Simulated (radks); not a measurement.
Task: Isoelectronic series with 3 electrons, all held in the configuration [He] 2s1, which need not be the ground one along the series. All-electron calculation, scalar-relativistic Kohn-Sham, LDA (Slater exchange, Perdew-Wang correlation), spin-polarised, spherical densities, finite nucleus; open shells are filled with parallel spins first; Fermi nuclear charge, rms radius of each element as measured or else 0.836 A^(1/3) + 0.57 fm. Program: a radial shooting solver on a logarithmic mesh with Libxc functionals. Total energies (hartree) and mean radii <r> (bohr) (* marks an orbital that is empty in some or all of the ions):

| ion | E (hartree) | 2s down* | 2s up | 1s down | 1s up |
|---|---|---|---|---|---|
| Li | -7.34408 | 4.258 | 3.822 | 0.5882 | 0.5892 |
| Be+ | -14.11746 | 2.375 | 2.265 | 0.4233 | 0.4240 |
| B2+ | -23.14228 | 1.679 | 1.629 | 0.3303 | 0.3308 |
| N4+ | -47.95127 | 1.068 | 1.050 | 0.2293 | 0.2296 |
| O5+ | -63.74011 | 0.9045 | 0.8921 | 0.1989 | 0.1991 |
| F6+ | -81.78887 | 0.7848 | 0.7758 | 0.1755 | 0.1757 |
| Ne7+ | -102.10075 | 0.6932 | 0.6863 | 0.1571 | 0.1572 |
| Mg9+ | -149.52835 | 0.5620 | 0.5577 | 0.1298 | 0.1299 |
| Al10+ | -176.65223 | 0.5134 | 0.5098 | 0.1194 | 0.1194 |
| Si11+ | -206.05553 | 0.4725 | 0.4695 | 0.1105 | 0.1106 |
| P12+ | -237.74327 | 0.4376 | 0.4351 | 0.1028 | 0.1029 |
| S13+ | -271.72085 | 0.4075 | 0.4053 | 0.09616 | 0.09622 |
| Cl14+ | -307.99406 | 0.3812 | 0.3793 | 0.09030 | 0.09035 |
| Ar15+ | -346.56911 | 0.3580 | 0.3564 | 0.08509 | 0.08514 |
| K16+ | -387.45263 | 0.3375 | 0.3361 | 0.08045 | 0.08049 |
| Ca17+ | -430.65160 | 0.3192 | 0.3179 | 0.07628 | 0.07632 |
| Sc18+ | -476.17345 | 0.3027 | 0.3016 | 0.07251 | 0.07255 |
| Ti19+ | -524.02609 | 0.2879 | 0.2869 | 0.06909 | 0.06912 |
| V20+ | -574.21784 | 0.2744 | 0.2734 | 0.06597 | 0.06600 |
| Cr21+ | -626.75737 | 0.2620 | 0.2612 | 0.06311 | 0.06314 |
| Mn22+ | -681.65389 | 0.2507 | 0.2500 | 0.06049 | 0.06051 |

Estimate the row of C3+.

Result: E (hartree) -34.41951; 2s down* 1.304; 2s up 1.276; 1s down 0.2708; 1s up 0.2711.
